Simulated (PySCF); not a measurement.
Species: C6H10FO3S (charge -1).
Cartesian coordinates in Å at the GFN2-xTB level; atoms count from 1:
```
atom  x, y, z in Å
C1     0.7945    1.5792   -1.2464
C2    -0.1631    1.0748   -0.1936
C3     0.2943    0.2801    1.0099
C4     1.7244   -0.1219    1.2131
F5     2.4875    0.9189    1.7353
C6    -0.5477   -0.3538   -0.0505
C7    -0.1406   -1.4865   -0.9345
S8    -2.2777   -0.6021    0.4935
O9    -3.0411   -0.6905   -0.7481
O10   -2.2352   -1.8501    1.2507
O11   -2.5960    0.5711    1.3033
H12    0.2426    1.8403   -2.1484
H13    1.3146    2.4687   -0.8899
H14    1.5386    0.8316   -1.5104
H15   -0.9753    1.7618    0.0199
H16   -0.2387    0.4862    1.9317
H17    1.8037   -0.9381    1.9397
H18    2.2199   -0.4076    0.2813
H19   -0.1634   -2.4060   -0.3512
H20    0.8440   -1.3681   -1.3899
H21   -0.8944   -1.5711   -1.7160
```

Definitions: NICS(0) = −σiso at the ring centroid; NICS(1) = −σiso and NICS(1)zz = −σzz at ±1 Å along the ring normal z. Level: GIAO PBE0/pcSseg-1 (PySCF, non-relativistic, gas phase) on the GFN2-xTB geometry, one conformer.

Ring bond lengths (Å), with Mayer bond orders in brackets: C2–C3 1.513 (0.91), C3–C6 1.495 (0.86), C6–C2 1.486 (0.88).

Task: What do the NICS probes read (ppm)?

Result: 
| ring | type | NICS(0) | NICS(1), two faces | NICS(1)zz, two faces | rms pucker (Å) | centre to ring atoms, mean (Å) |
| --- | --- | --- | --- | --- | --- | --- |
| C2–C3–C6 | 3-membered carbocycle; formal bonds all single | -42.3 | -8.5 / -8.4 | -24.7 / -20.1 | 0.00 | 0.86 |

Task: What can be read from them?

Result: 
- C2–C3–C6: mean NICS(1)zz -22.4 ppm, shielded. C2, C3, C6 have four or more neighbours, and the NICS criterion for π rings isn't applied. The two faces differ by 4.6 ppm, so no symmetry operation interchanges them. NICS(0) lies 34 ppm below the mean NICS(1).

Task: At the second NICS(1) probe listed for ring C2–C3–C6, 1 Å off the ring, what do the in-plane components average?

Result: The isotropic value is a third of the trace: (3 × -8.4 − (-20.1))/2 = -2.6 ppm.

On one thread, Intel Xeon at 2.50 GHz (x86_64) (shared host), this took 5.2 min wall, 3.3 min CPU (grids of density and orbitals included) and 1.1 GiB of memory at its peak. This is the whole shielding run at PBE0/pcSseg-1, SCF included.
